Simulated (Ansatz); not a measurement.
Cost and result for the atomization energy of `BC(=C)Br` (8 atoms, 7 bonds).

The species carries charge 0 and has multiplicity 1. Correlated methods include outer-core shells of Br, which these sets cover unevenly. Scalar relativity is left out up to krypton. The geometry is a stationary point of PBE0-D4/def2-TZVP. Program: Ansatz. All runs use 2 threads of an Arm Neoverse V1 on a shared host. Times are those of one run each, without the atoms' runs, and a repeat can differ threefold. Electronic energies, without spin–orbit coupling; frozen cores. CCSD(T)/CBS adds CCSD(T) − MP2 in def2-TZVPP to the MP2 limit, and its time is that of the two runs behind it. T1 = 0.010; the RHF reference is unstable towards UHF. With those shells the extrapolation isn't a true limit. B3LYP takes the VWN-RPA correlation (the form of Gaussian; ORCA's B3LYP/G).

CCSD(T)/CBS is a level of theory with its own doubt, some kJ/mol a heavy atom from the limit and from the frozen cores, so smaller differences don't rank the functionals.

```tsv
level	functions	wall time
LDA (SPW92)/def2-TZVPP	197	1.8 s
PBE-D4/def2-TZVPP (with forces)	197	3.5 s
BHLYP-D4/def2-TZVPP	197	4.4 s
CAM-B3LYP-D4/def2-TZVPP	197	4.9 s
B3LYP-D4/def2-TZVPP (with forces)	197	6.5 s
r2SCAN-D4/def2-TZVPP (with forces)	197	7.5 s
CCSD(T)/def2-SVP	94	7.5 s
B2PLYP/def2-TZVPP	197	9 s
ωB97X-V/def2-TZVPP	197	11 s
B97M-V/def2-TZVPP	197	14 s
MP2/def2-QZVPP	380	30 s
CCSD(T)/def2-TZVPP	197	2.1 min
CCSD(T)/CBS(def2)	–	2.6 min
```

(1) What atomization energy does each give, and how far from CCSD(T)/CBS? (An estimate is asked.)

Results:

(1) Ansatz gave: 
```tsv
level	atomization (kJ/mol)	difference from CCSD(T)/CBS	per bond
LDA (SPW92)/def2-TZVPP	3386.0	430.4	61.5
PBE-D4/def2-TZVPP (with forces)	3043.0	87.4	12.5
BHLYP-D4/def2-TZVPP	2892.8	-62.8	-9.0
CAM-B3LYP-D4/def2-TZVPP	2971.3	15.7	2.2
B3LYP-D4/def2-TZVPP (with forces)	2971.8	16.2	2.3
r2SCAN-D4/def2-TZVPP (with forces)	2986.2	30.6	4.4
CCSD(T)/def2-SVP	2826.3	-129.3	-18.5
B2PLYP/def2-TZVPP	2941.5	-14.1	-2.0
ωB97X-V/def2-TZVPP	2958.8	3.2	0.5
B97M-V/def2-TZVPP	2974.3	18.7	2.7
MP2/def2-QZVPP	2987.5	31.9	4.6
CCSD(T)/def2-TZVPP	2886.7	-68.9	-9.8
CCSD(T)/CBS(def2)	2955.6	0.0	0.0
```

Leaving LDA and LC-ωPBE aside and taking each functional with its dispersion term where it has one, the values spread over 150.2 kJ/mol, from BHLYP-D4 to PBE-D4. LDA lies +358.7 kJ/mol from PBE without D4, its usual overbinding. At CCSD(T), def2-SVP lies −129.4 kJ/mol from the extrapolated value and def2-TZVPP −68.9 kJ/mol: correlation converges slowly with the basis, and small sets miss more of it in the bonded molecule than in its fragments. From BLYP to BHLYP (50 % exact exchange), in def2-TZVPP and without D4, the atomization energy moves by −59.0 kJ/mol: exact exchange takes away binding that semilocal exchange gives to molecules.
